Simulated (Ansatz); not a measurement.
Cartesian coordinates in Å:
```
C -1.4985 0.4819 1.1266
O -0.6367 -0.6193 1.2559
Ga 0.7037 -0.9261 0.1317
C 1.1594 0.1853 -1.4030
Cl 1.7823 -2.6928 0.6701
H -2.5311 0.1353 1.0110
H -1.4491 1.1019 2.0284
H -1.2644 1.1253 0.2668
H 1.4594 1.1800 -1.0677
H 1.9801 -0.2657 -1.9595
H 0.2950 0.2942 -2.0605
```

Total charge 0; spin multiplicity 1.

Problem. List the r2SCAN/def2-TZVPP orbital energies in eV (Ansatz 0.2.0). (Estimate.)

Solution. Computed: Occupied: -10122.66, -2752.86, -1244.80, -1101.25, -1101.14, -1101.11, -515.59, -274.25, -273.35, -254.24, -192.76, -192.66, -192.63, -148.49, -101.45, -101.20, -101.11, -26.17, -21.57, -21.05, -20.96, -20.90, -20.83, -20.04, -18.23, -17.22, -12.37, -11.19, -11.12, -10.66, -10.66, -9.98, -8.49, -8.06, -7.76, -7.02, -6.79. Lowest empty: -1.12, -0.90, 1.08, 1.54, 2.49, 2.64, 2.99, 3.02.
